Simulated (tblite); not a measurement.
C₅H₆NO₂S (charge -1).
Numbering: `[CH2:1]=[CH:2][C@@H:3]([C:4]#[N:5])[CH2:6][S@:7](=[O:8])[O-:9]` (hydrogens: H10, H11 on C1; H12 on C2; H13 on C3; H14, H15 on C6)

Structure used (GFN2-xTB), in Å, numbered top down from 1:
```xyz
15
C5H6NO2S angstrom
C     -1.9841   -0.1610    0.7149
C     -1.1685   -0.0454   -0.3145
C      0.2317   -0.5864   -0.3322
C      0.3582   -1.5813   -1.3561
N      0.4791   -2.3436   -2.2083
C      1.2610    0.5124   -0.5554
S      1.5393    1.3594    1.1931
O      1.4298    0.1576    2.0723
O      0.3541    2.2491    1.2874
H     -1.6733   -0.6434    1.6264
H     -2.9759    0.2623    0.7069
H     -1.4778    0.4708   -1.2166
H      0.4706   -1.0246    0.6548
H      0.9272    1.2765   -1.2547
H      2.2241    0.1055   -0.8674
```

The geometry is computed with GFN2-xTB (gas phase).

Take the most abundant isotopes and a rigid rotor. The values belong to one conformer with, in the numbering `[CH2:1]=[CH:2][C@@H:3]([C:4]#[N:5])[CH2:6][S@:7](=[O:8])[O-:9]`, C1–C2–C3–C4 118°, C2–C3–C6–S7 81°, C3–C6–S7–O8 36°.

Q: Give the principal moments of inertia and the rotational constants in MHz.

A: Ia = 225.39, Ib = 514.52, Ic = 623.69 u·Å²; 505379 MHz·u·Å²/I gives A = 2242, B = 982.2, C = 810.3 MHz.

Q: Classify the top.

A: An asymmetric top. Ray's parameter κ = (2B − A − C)/(A − C) = -0.760; −1 is the prolate and +1 the oblate limit.

Q: What does the inertial defect say?

A: Not planar: Δ = Ic − Ia − Ib = -116.22 u·Å². For a rigid frame Δ = −2 Σ m c², so Σ m c² = 58.11 u·Å² lies off the ab plane: 8.91 from hydrogen and 49.20 from heavier atoms. The atom farthest from that plane is 1.81 Å away.

Q: Where do the levels up to J = 2 lie, in cm⁻¹?

A: Above 0(0,0):
J = 1: 1(0,1) 0.0598, 1(1,1) 0.1018, 1(1,0) 0.1076
J = 2: 2(0,2) 0.1788, 2(1,2) 0.2157, 2(1,1) 0.2329, 2(2,1) 0.3590, 2(2,0) 0.3595
The levels of one J sum to (2J + 1)J(J + 1)(A + B + C)/3.

Its GFN2-xTB frequencies are all real (lowest 27 cm⁻¹). These are rigid-rotor constants of the computed structure; measured ground-state constants (B0) also hold zero-point vibration.
